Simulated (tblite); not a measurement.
Record of a relaxation.

Compound: C₇H₇FNP.
Bonds: F1–C2, C2–C3 (aromatic), C3–P4 (aromatic), P4–C5 (aromatic), C5–C6 (aromatic), C6–C7, C7–C8, C8–C9, C6–N10 (aromatic), C2–N10 (aromatic), C7–C9. Hydrogens: H11 on C3; H12 on C5; H13 on C7; H14, H15 on C8; H16, H17 on C9.

Computed with GFN2-xTB (tblite), gas phase: L-BFGS steps from a force-field or distance-geometry start until the largest atomic force falls under 0.01 eV/Å. 4 of its 113 geometries are shown.

Step 0: E = -780.0932 eV, largest atomic force 3.072 eV/Å
```
atom  x, y, z in Å  |  force x, y, z in eV/Å
F1      2.497    2.515   -0.359   -0.365  -0.020  -0.091
C2      2.094    1.264   -0.095   -1.089  -1.689   0.361
C3      3.094    0.404    0.390   -1.681  -1.533  -0.001
P4      2.732   -1.335    0.800   -1.914   2.178  -1.016
C5      0.939   -1.349    0.403    1.660   0.875   0.046
C6      0.239   -0.230   -0.079    0.858   0.482   0.012
C7     -1.236   -0.377   -0.388    0.256   0.581   0.865
C8     -2.207    0.688    0.070   -0.027  -0.225  -0.218
C9     -2.215   -0.663    0.731    0.150   0.311   0.019
N10     0.781    1.000   -0.307    1.325  -0.834   0.495
H11     4.093    0.778    0.510    0.130   0.020   0.020
H12     0.410   -2.289    0.540    0.162   0.276  -0.020
H13    -1.458   -0.832   -1.339    0.151  -0.126  -0.135
H14    -3.025    0.931   -0.605    0.214  -0.016   0.201
H15    -1.835    1.539    0.629    0.035  -0.203  -0.134
H16    -1.864   -0.711    1.764    0.004  -0.078  -0.447
H17    -3.049   -1.321    0.521    0.133   0.002   0.042
```

Step 37: E = -780.5473 eV, largest atomic force 0.053 eV/Å
```
atom  x, y, z in Å  |  force x, y, z in eV/Å
F1      2.388    2.494   -0.291    0.035   0.038  -0.012
C2      2.020    1.220   -0.054   -0.010   0.008  -0.002
C3      3.000    0.354    0.384   -0.012  -0.014   0.008
P4      2.652   -1.301    0.755   -0.023  -0.024  -0.007
C5      0.959   -1.316    0.379    0.006   0.010  -0.005
C6      0.243   -0.221   -0.082   -0.017  -0.013  -0.006
C7     -1.208   -0.372   -0.384   -0.015   0.005   0.006
C8     -2.167    0.695    0.044    0.000   0.007  -0.013
C9     -2.167   -0.629    0.743    0.004  -0.006  -0.003
N10     0.753    0.987   -0.280   -0.013  -0.015   0.020
H11     4.005    0.731    0.505    0.014   0.008   0.006
H12     0.420   -2.245    0.521    0.029   0.008  -0.020
H13    -1.398   -0.879   -1.323    0.008  -0.006   0.017
H14    -2.995    0.935   -0.605    0.000  -0.005  -0.019
H15    -1.758    1.548    0.561    0.010  -0.008   0.007
H16    -1.765   -0.680    1.744   -0.014   0.008   0.001
H17    -2.988   -1.307    0.566   -0.002  -0.001   0.022
```

Step 75: E = -780.6666 eV, largest atomic force 0.147 eV/Å
```
atom  x, y, z in Å  |  force x, y, z in eV/Å
F1      2.037    2.414    0.869   -0.009   0.005   0.028
C2      1.831    1.127    0.518   -0.021   0.037   0.072
C3      2.945    0.317    0.449   -0.035   0.037  -0.003
P4      2.831   -1.319   -0.103   -0.082  -0.017   0.019
C5      1.113   -1.414   -0.327   -0.014  -0.040  -0.067
C6      0.211   -0.391   -0.060    0.104  -0.046   0.007
C7     -1.241   -0.631   -0.142    0.030   0.056   0.008
C8     -2.164    0.537   -0.396   -0.048  -0.060   0.095
C9     -2.069   -0.036    0.974   -0.012   0.102  -0.070
N10     0.575    0.832    0.321    0.005  -0.009  -0.053
H11     3.898    0.737    0.737    0.039  -0.022  -0.078
H12     0.721   -2.360   -0.681    0.009   0.031   0.032
H13    -1.513   -1.608   -0.529   -0.039   0.134   0.046
H14    -3.062    0.357   -0.970    0.077  -0.020  -0.015
H15    -1.711    1.504   -0.557    0.039  -0.091  -0.051
H16    -1.517    0.542    1.698   -0.008   0.003   0.075
H17    -2.892   -0.596    1.385   -0.037  -0.100  -0.046
```

Step 112: E = -780.6916 eV, largest atomic force 0.008 eV/Å
```
atom  x, y, z in Å  |  force x, y, z in eV/Å
F1      2.054    2.366    1.042    0.000  -0.005   0.002
C2      1.847    1.110    0.594   -0.003   0.004  -0.006
C3      2.966    0.348    0.328   -0.001   0.000   0.005
P4      2.836   -1.278   -0.253    0.004   0.002   0.000
C5      1.110   -1.413   -0.313    0.000  -0.003   0.005
C6      0.219   -0.408    0.041    0.001   0.003  -0.004
C7     -1.232   -0.641   -0.052    0.001   0.003   0.000
C8     -2.131    0.513   -0.429    0.000   0.002   0.003
C9     -2.138    0.006    0.968    0.005  -0.005   0.002
N10     0.585    0.796    0.474   -0.002  -0.001   0.000
H11     3.940    0.785    0.491    0.000   0.000  -0.002
H12     0.704   -2.358   -0.652   -0.002   0.001  -0.003
H13    -1.506   -1.625   -0.411   -0.001   0.000   0.004
H14    -2.973    0.303   -1.070    0.000  -0.001  -0.003
H15    -1.645    1.458   -0.613   -0.001   0.000  -0.001
H16    -1.658    0.611    1.721    0.001  -0.002  -0.001
H17    -2.985   -0.564    1.318   -0.004   0.002  -0.002
```

**Question.** Summarise the path.

**Answer.** The energy falls by 57.73 kJ/mol from step 0 to step 112; nine tenths of that is first reached at step 67. It rises by more than 0.2 meV at steps 51 and 69. The largest force goes from 3.072 to 0.008 eV/Å. Among the bonds P4–C5 changes most, from 1.837 to 1.732 Å; the atoms move by 0.919 Å rms after alignment.

**Question.** Follow the three bonds and two angles with the largest change from start to end.

**Answer.** 
```csv
step,E above end (kJ/mol),largest force (eV/Å),P4–C5 (Å),C3–P4 (Å),C2–N10 (Å),C7–C9–H16 (°),C7–C8–H15 (°)
0,57.73,3.072,1.837,1.824,1.356,119.9,119.3
5,16.78,0.316,1.738,1.733,1.310,118.8,117.9
10,14.65,0.101,1.733,1.731,1.308,118.4,117.7
15,14.30,0.057,1.733,1.732,1.308,118.3,117.7
19,14.19,0.043,1.734,1.733,1.308,118.1,117.2
24,14.10,0.038,1.733,1.732,1.308,118.0,117.1
29,14.03,0.032,1.733,1.732,1.308,117.9,117.0
34,13.96,0.031,1.733,1.733,1.308,117.9,117.1
39,13.87,0.038,1.734,1.733,1.308,117.7,117.3
44,13.60,0.070,1.732,1.733,1.308,117.5,116.8
49,12.27,0.228,1.738,1.729,1.306,117.5,116.5
54,10.00,0.210,1.731,1.736,1.307,118.0,115.5
58,8.59,0.135,1.734,1.732,1.305,118.3,115.9
63,7.23,0.122,1.732,1.731,1.305,118.0,115.9
68,5.00,0.218,1.735,1.730,1.304,115.2,116.1
73,3.22,0.157,1.732,1.734,1.305,115.1,116.7
78,1.63,0.114,1.731,1.729,1.305,115.3,116.5
83,1.10,0.063,1.732,1.732,1.305,116.0,116.7
88,0.80,0.066,1.731,1.731,1.306,116.2,117.0
93,0.55,0.045,1.731,1.732,1.307,116.3,116.9
97,0.38,0.060,1.731,1.731,1.306,116.3,116.5
102,0.12,0.038,1.731,1.732,1.306,116.8,116.4
107,0.03,0.024,1.732,1.732,1.306,116.3,116.3
112,0.00,0.008,1.732,1.732,1.306,116.4,116.4
```
